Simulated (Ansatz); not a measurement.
`CC(C)[NH][Ti]([F])([F])[NH]C(C)C` and `CC(C)[NH][Hf]([F])([F])[NH]C(C)C` differ in one element.

Ansatz, PBE0-D4/def2-TZVP geometries, multiplicity 1. Each molecule was computed in one conformer, which needn't be the lowest.

Elements past krypton have def2 core potentials. Scalar relativity is left out up to krypton.

```csv
property,`CC(C)[NH][Ti]([F])([F])[NH]C(C)C`
HOMO–LUMO gap (B3LYP/def2-TZVPP) / eV,4.48
LUMO energy (PBE0/def2-TZVPP) / eV,-1.69
HOMO energy (B3LYP/def2-TZVPP) / eV,-6.47
HOMO–LUMO gap (PBE0/def2-TZVPP) / eV,4.98
LUMO energy (PBE/def2-TZVPP) / eV,-2.78
HOMO energy (PBE/def2-TZVPP) / eV,-5.39
```

(1) Give the same properties after the change, and the shifts. (An estimate is asked.)

Answers

(1) The calculation gave: 
```csv
property,`CC(C)[NH][Hf]([F])([F])[NH]C(C)C`,shift
HOMO–LUMO gap (B3LYP/def2-TZVPP) / eV,6.14,1.66
LUMO energy (PBE0/def2-TZVPP) / eV,-0.32,1.37
HOMO energy (B3LYP/def2-TZVPP) / eV,-6.72,-0.25
HOMO–LUMO gap (PBE0/def2-TZVPP) / eV,6.61,1.63
LUMO energy (PBE/def2-TZVPP) / eV,-1.27,1.51
HOMO energy (PBE/def2-TZVPP) / eV,-5.59,-0.20
```

With PBE0 the HOMO falls by 0.26 eV and the LUMO rises by 1.37 eV, so the gap widens by about 1.63 eV. PBE moves the HOMO by -0.20 eV and ωB97M-V by -0.34 eV.

B3LYP here is the variant with VWN-RPA as its local correlation; programs differ in this.
